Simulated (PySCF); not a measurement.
# Mayer bond orders and bond lengths

Compound: C6H11NS2Si.
Numbering: `[CH3:1][S:2][SiH2:3][S:4][CH2:5][n:6]1[cH:7][cH:8][cH:9][cH:10]1` (hydrogens: H11, H12, H13 on C1; H14, H15 on Si3; H16, H17 on C5; H18 on C7; H19 on C8; H20 on C9; H21 on C10)

Cartesian coordinates in Å at the GFN2-xTB level; atoms count from 1:
```
atom  x, y, z in Å
C1     3.7205    0.4689   -0.1452
S2     2.4501   -0.5593    0.6445
Si3    1.2278   -0.9279   -1.0755
S4    -0.3020   -2.3338   -0.5792
C5    -0.9739   -1.6152    0.9929
N6    -1.5565   -0.3418    0.8049
C7    -0.9558    0.8553    1.0675
C8    -1.7961    1.8566    0.6724
C9    -2.9475    1.2450    0.1314
C10   -2.7659   -0.1047    0.2219
H11    4.4216    0.7542    0.6317
H12    4.2287   -0.1063   -0.9121
H13    3.2593    1.3524   -0.5740
H14    0.6463    0.3350   -1.5101
H15    2.0145   -1.5901   -2.0992
H16   -0.1504   -1.5619    1.7053
H17   -1.7160   -2.3447    1.3203
H18    0.0057    0.8960    1.5407
H19   -1.6181    2.9099    0.7637
H20   -3.8061    1.7463   -0.2697
H21   -3.3953   -0.9168   -0.0839
```

Bond orders from the PBE0/pcSseg-1 density (PySCF). Geometry: GFN2-xTB, one conformer, isolated molecule.

Q: Where do the orders between heavy atoms depart from those drawn in the SMILES?

A: The largest departure is 0.395, at N6–C7 (drawn aromatic, 1.105), counting aromatic bonds as 1.5. The bonds drawn aromatic range from 1.10 to 1.53.

Q: Set the Mayer orders of the bonds between heavy atoms beside their lengths.

A: 
```tsv
bond	drawn as	length (Å)	Mayer order
C1–S2	single	1.815	0.995
S2–Si3	single	2.142	0.945
Si3–S4	single	2.136	0.974
S4–C5	single	1.855	1.014
C5–N6	single	1.413	0.951
N6–C7	aromatic	1.365	1.105
C7–C8	aromatic	1.366	1.534
C8–C9	aromatic	1.411	1.342
C9–C10	aromatic	1.365	1.531
C10–N6	aromatic	1.363	1.117
```

By pair of heavy elements: C–S: all 2 within 0.02 of one another (0.995 to 1.014). S–Si: lowest S2–Si3 (0.945, 2.142 Å), highest Si3–S4 (0.974, 2.136 Å). C–N: lowest C5–N6 (0.951, 1.413 Å), highest C10–N6 (1.117, 1.363 Å). C–C: lowest C8–C9 (1.342, 1.411 Å), highest C7–C8 and C9–C10 (1.534, 1.366 Å). Bonds named together lie within 0.004.

Q: And the bonds to hydrogen?

A: C–H: 0.93 to 0.99 (9 bonds); H–Si: 0.90 to 0.92 (2 bonds).

Q: Sum the orders of all bonds at each heavy atom with more than one neighbour and set the sums beside the valence in the SMILES.

A: C1 3.848 (drawn 4), S2 1.940 (drawn 2), Si3 3.741 (drawn 4), S4 1.988 (drawn 2), C5 3.831 (drawn 4), N6 3.173 (drawn 3), C7 3.600 (drawn 4), C8 3.870 (drawn 4), C9 3.866 (drawn 4), C10 3.623 (drawn 4). Orders between atoms that aren't bonded are not in these sums.

For a closed shell the Mayer order of atoms A and B is Σ (PS)μν (PS)νμ over the basis functions μ on A and ν on B, with P the density and S the overlap matrix.

The run behind these numbers computed NMR shieldings as well. Time: 2.2 min (with the writing of density and orbital grids); peak memory 1.1 GiB. Hardware: Arm Neoverse N1, one thread (shared host).
